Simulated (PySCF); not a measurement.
A calculated (revPBE, PySCF 2.14, aug-cc-pVDZ, no relativity, point nucleus) atom or ion has these occupied shells.

```tsv
shell	electrons	orbital energy (eV)	rms radius, mean of both spins (bohr)
1s	2	-106.29	0.489
2s	2	-5.640	2.86
```

(1) Name the element and its charge.

Answers

(1) Be (beryllium, neutral), in [He] 2s2, closed-shell 1S.
